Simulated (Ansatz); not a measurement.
Geometry optimisation of H$_{7}$NSeSi$_{2}$ (`N[SiH2][Se][SiH3]`).

```yaml
crystal:
  periodic: [false, false, false]
  atoms:
    - {symbol: N, position_ang: [-0.560897, 2.450504, -0.617601]}
    - {symbol: Si, position_ang: [-0.505350, 0.717019, -0.679645]}
    - {symbol: Se, position_ang: [1.576016, -0.198312, -0.167830]}
    - {symbol: Si, position_ang: [0.728751, -2.034935, 0.917729]}
    - {symbol: H, position_ang: [-0.318193, 2.921393, 0.258843]}
    - {symbol: H, position_ang: [-0.184893, 2.972202, -1.414045]}
    - {symbol: H, position_ang: [-1.471006, 0.137349, 0.317905]}
    - {symbol: H, position_ang: [-0.887692, 0.337453, -2.081187]}
    - {symbol: H, position_ang: [1.913206, -2.857965, 1.338179]}
    - {symbol: H, position_ang: [-0.152620, -2.860392, 0.018146]}
    - {symbol: H, position_ang: [-0.071722, -1.641416, 2.130006]}
basis:
  gaussian: {orbitals: def2-TZVP}
hamiltonian: {xc: pbe0, dispersion: d4}
relax: {f_tol: 0.005, max_steps: 150}
```

```sh
$ ansatz run in.yaml --threads 4 --pin off --events-out ev --progress --plain --max-ram 10444MiB
```

Shortened log:

```
Functional definition: PBE0
mean field -82695.97507792 eV, -3039.0210307682 hartree, gradient 3.6e-5 eV, S^2 0.000000; 0 other end points of the search recorded, 0 dependent functions left out
relax step   1: F+E_penalty+E_count = -82696.21551804 eV  Δ(F+E_penalty+E_count) = +0.000e0 eV  max|allowed force component| = 5.644e-1 eV/Å  Δτ_max = 0.0000 Å  (27 SCF iters, accepted)
mean field -82696.01474707 eV, -3039.0224885827 hartree, gradient 2.0e-5 eV, S^2 0.000000; 0 other end points of the search recorded, 0 dependent functions left out
relax step   2: F+E_penalty+E_count = -82696.25820505 eV  Δ(F+E_penalty+E_count) = -4.269e-2 eV  max|allowed force component| = 3.080e-1 eV/Å  Δτ_max = 0.0563 Å  (31 SCF iters, accepted)
mean field -82696.01881246 eV, -3039.0226379831 hartree, gradient 2.0e-5 eV, S^2 0.000000; 0 other end points of the search recorded, 0 dependent functions left out
relax step   3: F+E_penalty+E_count = -82696.26182396 eV  Δ(F+E_penalty+E_count) = -3.619e-3 eV  max|allowed force component| = 1.265e-1 eV/Å  Δτ_max = 0.0293 Å  (31 SCF iters, accepted)
mean field -82696.01980090 eV, -3039.0226743076 hartree, gradient 2.0e-5 eV, S^2 0.000000; 0 other end points of the search recorded, 0 dependent functions left out
relax step   4: F+E_penalty+E_count = -82696.26317758 eV  Δ(F+E_penalty+E_count) = -1.354e-3 eV  max|allowed force component| = 5.751e-2 eV/Å  Δτ_max = 0.0104 Å  (32 SCF iters, accepted)
mean field -82696.02068346 eV, -3039.0227067411 hartree, gradient 2.2e-5 eV, S^2 0.000000; 0 other end points of the search recorded, 0 dependent functions left out
relax step   5: F+E_penalty+E_count = -82696.26390836 eV  Δ(F+E_penalty+E_count) = -7.308e-4 eV  max|allowed force component| = 1.228e-1 eV/Å  Δτ_max = 0.0752 Å  (30 SCF iters, accepted)
mean field -82696.02123496 eV, -3039.0227270082 hartree, gradient 2.0e-5 eV, S^2 0.000000; 0 other end points of the search recorded, 0 dependent functions left out
relax step   6: F+E_penalty+E_count = -82696.26478725 eV  Δ(F+E_penalty+E_count) = -8.789e-4 eV  max|allowed force component| = 1.155e-2 eV/Å  Δτ_max = 0.0253 Å  (30 SCF iters, accepted)
mean field -82696.02122963 eV, -3039.0227268124 hartree, gradient 2.0e-5 eV, S^2 0.000000; 0 other end points of the search recorded, 0 dependent functions left out
relax step   7: F+E_penalty+E_count = -82696.26487941 eV  Δ(F+E_penalty+E_count) = -9.216e-5 eV  max|allowed force component| = 1.027e-2 eV/Å  Δτ_max = 0.0233 Å  (31 SCF iters, accepted)
mean field -82696.02106732 eV, -3039.0227208476 hartree, gradient 2.0e-5 eV, S^2 0.000000; 0 other end points of the search recorded, 0 dependent functions left out
relax step   8: F+E_penalty+E_count = -82696.26490376 eV  Δ(F+E_penalty+E_count) = -2.434e-5 eV  max|allowed force component| = 9.813e-3 eV/Å  Δτ_max = 0.0163 Å  (32 SCF iters, accepted)
mean field -82696.02117219 eV, -3039.0227247015 hartree, gradient 2.0e-5 eV, S^2 0.000000; 0 other end points of the search recorded, 0 dependent functions left out
relax step   9: F+E_penalty+E_count = -82696.26495293 eV  Δ(F+E_penalty+E_count) = -4.917e-5 eV  max|allowed force component| = 3.052e-3 eV/Å  Δτ_max = 0.0048 Å  (33 SCF iters, accepted)
mean field -82696.02121954 eV, -3039.0227264418 hartree, gradient 2.0e-5 eV, S^2 0.000000; 0 other end points of the search recorded, 0 dependent functions left out
relax step  10: F+E_penalty+E_count = -82696.26496490 eV  Δ(F+E_penalty+E_count) = -1.197e-5 eV  max|allowed force component| = 3.151e-3 eV/Å  Δτ_max = 0.0061 Å  (32 SCF iters, accepted)
mean field -82696.02129254 eV, -3039.0227291245 hartree, gradient 2.0e-5 eV, S^2 0.000000; 0 other end points of the search recorded, 0 dependent functions left out
relax step  11: F+E_penalty+E_count = -82696.26499694 eV  Δ(F+E_penalty+E_count) = -3.204e-5 eV  max|allowed force component| = 7.232e-3 eV/Å  Δτ_max = 0.0195 Å  (30 SCF iters, accepted)
mean field -82696.02140084 eV, -3039.0227331044 hartree, gradient 2.0e-5 eV, S^2 0.000000; 0 other end points of the search recorded, 0 dependent functions left out
relax step  12: F+E_penalty+E_count = -82696.26503606 eV  Δ(F+E_penalty+E_count) = -3.912e-5 eV  max|allowed force component| = 2.020e-2 eV/Å  Δτ_max = 0.0411 Å  (30 SCF iters, accepted)
mean field -82696.02139983 eV, -3039.0227330673 hartree, gradient 2.0e-5 eV, S^2 0.000000; 0 other end points of the search recorded, 0 dependent functions left out
relax step  13: F+E_penalty+E_count = -82696.26506548 eV  Δ(F+E_penalty+E_count) = -2.942e-5 eV  max|allowed force component| = 1.793e-2 eV/Å  Δτ_max = 0.0057 Å  (32 SCF iters, accepted)
mean field -82696.02140864 eV, -3039.0227333911 hartree, gradient 2.0e-5 eV, S^2 0.000000; 0 other end points of the search recorded, 0 dependent functions left out
relax step  14: F+E_penalty+E_count = -82696.26510308 eV  Δ(F+E_penalty+E_count) = -3.760e-5 eV  max|allowed force component| = 1.061e-2 eV/Å  Δτ_max = 0.0093 Å  (32 SCF iters, accepted)
mean field -82696.02135471 eV, -3039.0227314089 hartree, gradient 2.0e-5 eV, S^2 0.000000; 0 other end points of the search recorded, 0 dependent functions left out
relax step  15: F+E_penalty+E_count = -82696.26513661 eV  Δ(F+E_penalty+E_count) = -3.353e-5 eV  max|allowed force component| = 1.755e-2 eV/Å  Δτ_max = 0.0199 Å  (31 SCF iters, accepted)
mean field -82696.02146693 eV, -3039.0227355330 hartree, gradient 2.0e-5 eV, S^2 0.000000; 0 other end points of the search recorded, 0 dependent functions left out
relax step  16: F+E_penalty+E_count = -82696.26519691 eV  Δ(F+E_penalty+E_count) = -6.030e-5 eV  max|allowed force component| = 1.990e-2 eV/Å  Δτ_max = 0.0297 Å  (31 SCF iters, accepted)
mean field -82696.02154717 eV, -3039.0227384817 hartree, gradient 2.0e-5 eV, S^2 0.000000; 0 other end points of the search recorded, 0 dependent functions left out
relax step  17: F+E_penalty+E_count = -82696.26525344 eV  Δ(F+E_penalty+E_count) = -5.653e-5 eV  max|allowed force component| = 2.743e-2 eV/Å  Δτ_max = 0.0310 Å  (30 SCF iters, accepted)
[...]
relax step  28: F+E_penalty+E_count = -82696.27352730 eV  Δ(F+E_penalty+E_count) = -2.331e-3 eV  max|allowed force component| = 1.531e-1 eV/Å  Δτ_max = 0.1095 Å  (29 SCF iters, accepted)
mean field -82696.01797298 eV, -3039.0226071327 hartree, gradient 1.5e-5 eV, S^2 0.000000; 0 other end points of the search recorded, 0 dependent functions left out
relax step  29: F+E_penalty+E_count = -82696.26481437 eV  Δ(F+E_penalty+E_count) = +8.713e-3 eV  max|allowed force component| = 4.907e-1 eV/Å  Δτ_max = 0.1616 Å  (29 SCF iters, rejected (line search))
mean field -82696.02199744 eV, -3039.0227550290 hartree, gradient 2.4e-5 eV, S^2 0.000000; 0 other end points of the search recorded, 0 dependent functions left out
relax step  30: F+E_penalty+E_count = -82696.26746091 eV  Δ(F+E_penalty+E_count) = +6.066e-3 eV  max|allowed force component| = 3.422e-1 eV/Å  Δτ_max = 0.0808 Å  (30 SCF iters, rejected (line search))
mean field -82696.03127549 eV, -3039.0230959910 hartree, gradient 2.0e-5 eV, S^2 0.000000; 0 other end points of the search recorded, 0 dependent functions left out
relax step  31: F+E_penalty+E_count = -82696.27698560 eV  Δ(F+E_penalty+E_count) = -3.458e-3 eV  max|allowed force component| = 5.430e-2 eV/Å  Δτ_max = 0.0396 Å  (29 SCF iters, accepted)
mean field -82696.03366182 eV, -3039.0231836869 hartree, gradient 2.2e-5 eV, S^2 0.000000; 0 other end points of the search recorded, 0 dependent functions left out
relax step  32: F+E_penalty+E_count = -82696.27992746 eV  Δ(F+E_penalty+E_count) = -2.942e-3 eV  max|allowed force component| = 9.283e-2 eV/Å  Δτ_max = 0.0808 Å  (30 SCF iters, accepted)
mean field -82696.03512131 eV, -3039.0232373223 hartree, gradient 6.7e-6 eV, S^2 0.000000; 0 other end points of the search recorded, 0 dependent functions left out
relax step  33: F+E_penalty+E_count = -82696.28239855 eV  Δ(F+E_penalty+E_count) = -2.471e-3 eV  max|allowed force component| = 2.200e-1 eV/Å  Δτ_max = 0.1235 Å  (30 SCF iters, accepted)
mean field -82696.03733056 eV, -3039.0233185107 hartree, gradient 1.9e-5 eV, S^2 0.000000; 0 other end points of the search recorded, 0 dependent functions left out
relax step  34: F+E_penalty+E_count = -82696.28493152 eV  Δ(F+E_penalty+E_count) = -2.533e-3 eV  max|allowed force component| = 1.456e-1 eV/Å  Δτ_max = 0.0298 Å  (31 SCF iters, accepted)
mean field -82696.04066811 eV, -3039.0234411633 hartree, gradient 2.6e-5 eV, S^2 0.000000; 0 other end points of the search recorded, 0 dependent functions left out
relax step  35: F+E_penalty+E_count = -82696.29012816 eV  Δ(F+E_penalty+E_count) = -5.197e-3 eV  max|allowed force component| = 5.661e-2 eV/Å  Δτ_max = 0.1275 Å  (30 SCF iters, accepted)
mean field -82696.03871455 eV, -3039.0233693716 hartree, gradient 1.0e-5 eV, S^2 0.000000; 0 other end points of the search recorded, 0 dependent functions left out
relax step  36: F+E_penalty+E_count = -82696.28961154 eV  Δ(F+E_penalty+E_count) = +5.166e-4 eV  max|allowed force component| = 2.102e-1 eV/Å  Δτ_max = 0.1643 Å  (29 SCF iters, rejected (line search))
mean field -82696.04275714 eV, -3039.0235179339 hartree, gradient 2.1e-5 eV, S^2 0.000000; 0 other end points of the search recorded, 0 dependent functions left out
relax step  37: F+E_penalty+E_count = -82696.29270458 eV  Δ(F+E_penalty+E_count) = -2.576e-3 eV  max|allowed force component| = 5.511e-2 eV/Å  Δτ_max = 0.0803 Å  (30 SCF iters, accepted)
mean field -82696.04252300 eV, -3039.0235093294 hartree, gradient 2.3e-5 eV, S^2 0.000000; 0 other end points of the search recorded, 0 dependent functions left out
relax step  38: F+E_penalty+E_count = -82696.29332114 eV  Δ(F+E_penalty+E_count) = -6.166e-4 eV  max|allowed force component| = 1.208e-1 eV/Å  Δτ_max = 0.1000 Å  (30 SCF iters, accepted)
mean field -82696.04329681 eV, -3039.0235377666 hartree, gradient 1.9e-5 eV, S^2 0.000000; 0 other end points of the search recorded, 0 dependent functions left out
relax step  39: F+E_penalty+E_count = -82696.29387460 eV  Δ(F+E_penalty+E_count) = -5.535e-4 eV  max|allowed force component| = 9.978e-2 eV/Å  Δτ_max = 0.0272 Å  (31 SCF iters, accepted)
mean field -82696.04407591 eV, -3039.0235663980 hartree, gradient 1.9e-5 eV, S^2 0.000000; 0 other end points of the search recorded, 0 dependent functions left out
relax step  40: F+E_penalty+E_count = -82696.29494490 eV  Δ(F+E_penalty+E_count) = -1.070e-3 eV  max|allowed force component| = 1.347e-2 eV/Å  Δτ_max = 0.0172 Å  (31 SCF iters, accepted)
mean field -82696.04412178 eV, -3039.0235680833 hartree, gradient 1.9e-5 eV, S^2 0.000000; 0 other end points of the search recorded, 0 dependent functions left out
relax step  41: F+E_penalty+E_count = -82696.29501454 eV  Δ(F+E_penalty+E_count) = -6.964e-5 eV  max|allowed force component| = 7.046e-3 eV/Å  Δτ_max = 0.0091 Å  (32 SCF iters, accepted)
mean field -82696.04413445 eV, -3039.0235685490 hartree, gradient 1.9e-5 eV, S^2 0.000000; 0 other end points of the search recorded, 0 dependent functions left out
relax step  42: F+E_penalty+E_count = -82696.29505596 eV  Δ(F+E_penalty+E_count) = -4.142e-5 eV  max|allowed force component| = 6.739e-3 eV/Å  Δτ_max = 0.0147 Å  (31 SCF iters, accepted)
mean field -82696.04412078 eV, -3039.0235680468 hartree, gradient 1.9e-5 eV, S^2 0.000000; 0 other end points of the search recorded, 0 dependent functions left out
relax step  43: F+E_penalty+E_count = -82696.29507126 eV  Δ(F+E_penalty+E_count) = -1.531e-5 eV  max|allowed force component| = 6.491e-3 eV/Å  Δτ_max = 0.0096 Å  (32 SCF iters, accepted)
mean field -82696.04414508 eV, -3039.0235689397 hartree, gradient 1.9e-5 eV, S^2 0.000000; 0 other end points of the search recorded, 0 dependent functions left out
relax step  44: F+E_penalty+E_count = -82696.29507751 eV  Δ(F+E_penalty+E_count) = -6.248e-6 eV  max|allowed force component| = 6.317e-3 eV/Å  Δτ_max = 0.0077 Å  (32 SCF iters, accepted)
mean field -82696.04416624 eV, -3039.0235697173 hartree, gradient 1.9e-5 eV, S^2 0.000000; 0 other end points of the search recorded, 0 dependent functions left out
relax step  45: F+E_penalty+E_count = -82696.29508315 eV  Δ(F+E_penalty+E_count) = -5.635e-6 eV  max|allowed force component| = 4.559e-3 eV/Å  Δτ_max = 0.0013 Å  (33 SCF iters, accepted)
mean field -82696.04416624 eV, -3039.0235697173 hartree, gradient 1.9e-5 eV, S^2 0.000000; 1 other end points of the search recorded, 0 dependent functions left out
Total energy: -82696.29511826 eV, -3039.0327920340 hartree
Atom 0 at    -0.482718     1.985977    -0.193302 Å, force     0.002525     0.004559     0.003984 eV/Å
Atom 1 at    -0.556669     0.569400    -1.148406 Å, force     0.000558    -0.002569    -0.002665 eV/Å
Atom 2 at     1.250911    -0.847662    -1.082460 Å, force    -0.001278     0.000945     0.002230 eV/Å
Atom 3 at     0.743278    -1.651555     0.979870 Å, force    -0.000389     0.000640     0.000354 eV/Å
Atom 4 at    -0.652010     1.919692     0.798142 Å, force    -0.000355    -0.001039    -0.002096 eV/Å
Atom 5 at     0.218118     2.684064    -0.388307 Å, force    -0.002458    -0.003687    -0.001291 eV/Å
Atom 6 at    -1.746039    -0.191391    -0.693590 Å, force     0.000236     0.000742     0.000114 eV/Å
Atom 7 at    -0.638527     0.957561    -2.575438 Å, force    -0.000193     0.000494     0.000978 eV/Å
Atom 8 at     1.945943    -2.345396     1.501815 Å, force    -0.000464    -0.000332     0.000009 eV/Å
Atom 9 at    -0.397848    -2.600420     0.924718 Å, force     0.001135     0.001640    -0.000324 eV/Å
Atom 10 at     0.381163    -0.537369     1.897459 Å, force     0.000683    -0.001393    -0.001294 eV/Å
Dipole moment:    -0.036404     0.252694     0.261926 e Å
```

Run time 2.7 min (4 threads of an Arm Neoverse V1 on a shared host); peak host memory 0.6 GiB.
